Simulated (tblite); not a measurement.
Compound: C6H7O2Si (doublet state).
Geometry (GFN2-xTB, Å), atoms numbered from 1 in this order:
```
atom  x, y, z in Å
O1     0.9818   -1.5371    0.3571
C2    -0.0096   -0.8344    0.0455
C3    -1.3378   -1.2975   -0.1503
C4    -2.3227   -0.4113   -0.4898
C5    -2.0495    0.9584   -0.6509
C6    -0.7767    1.4572   -0.4719
C7     0.2524    0.5869   -0.1256
O8     1.4841    0.9491    0.0671
Si9    2.6926   -0.1537    0.4858
H10   -1.5392   -2.3500   -0.0249
H11   -3.3328   -0.7630   -0.6388
H12   -2.8527    1.6275   -0.9194
H13   -0.5611    2.5074   -0.5943
H14    2.5796   -0.6333    1.8593
H15    3.0818   -1.0226   -0.6201
H16    3.7021    0.9254    0.5211
```

Level: GFN2-xTB in tblite, geometry and Hessian alike; calculated harmonic values, unscaled, isolated species. Against measured fundamentals such values can be off by several per cent, at times by over 20. Modes of hydrogen on silicon can be 10 to 20 % off. One conformer, not necessarily the lowest. Open shells enter through the occupations alone, without spin polarisation, and single modes of such species can be off by tens of per cent.

Harmonic wavenumbers (cm⁻¹): 105.5, 128.2, 148.1, 267.2, 346.6, 360.9, 414.8, 426.8, 466.3, 525.0, 568.7, 571.6, 586.8, 676.2, 716.2, 743.4, 751.4, 825.5, 858.6, 865.5, 895.4, 910.2, 914.8, 936.7, 1048.3, 1134.2, 1166.1, 1211.2, 1302.9, 1315.0, 1364.2, 1447.6, 1491.8, 1534.2, 1562.7, 2148.3, 2275.8, 2276.5, 3085.5, 3092.9, 3101.8, 3105.7.

A = 3451, B = 1094, C = 840.0 MHz; mass 139.022 u (most abundant isotopes); point group Cs, symmetry number 1; spin multiplicity 2.

Q: What is the zero-point energy?

A: Half the sum of the wavenumbers: 23838 cm⁻¹ = 285.16 kJ/mol.

Q: What is S at 500 K and 1 bar for an ideal gas of classical rigid rotors and harmonic oscillators?

A: Translation 181.15, rotation 127.81, vibration 162.37, spin (R ln 2) 5.76: S = 477.1 J/(mol K).

Q: And Cp and H(500 K) − H(0)?

A: Cp = 221.43 J/(mol K), of which vibrations give 188.18 (their classical limit is 42 R = 349.2); H(500 K) − H(0) = 62.98 kJ/mol without the zero-point energy, 46.35 from vibrations.

Q: What must be added to the electronic energy to get the Gibbs energy at 500 K and 1 bar?

A: ZPE + [H(500 K) − H(0)] − T·S = 285.16 + 62.98 − 238.55 = 109.59 kJ/mol.

Q: Blend soft modes into free rotors: weight 1/[1 + (100 cm⁻¹/ν̃)⁴] for the oscillator and the rest for a rotor with moment μB/(μ + B), μ = h/(8π²ν), B = 10⁻⁴⁴ kg m². What vibrational entropy results?

A: 158.94 J/(mol K) in place of 162.37, which changes −T·S at 500 K by +1.72 kJ/mol.

Hindered rotation and anharmonicity are outside this model. Other conformers, if any are populated, would add a mixing term that is left out.

Run on an Arm Neoverse N1 with one thread, no GPU, on a shared host. The figure is for the frequency step alone.
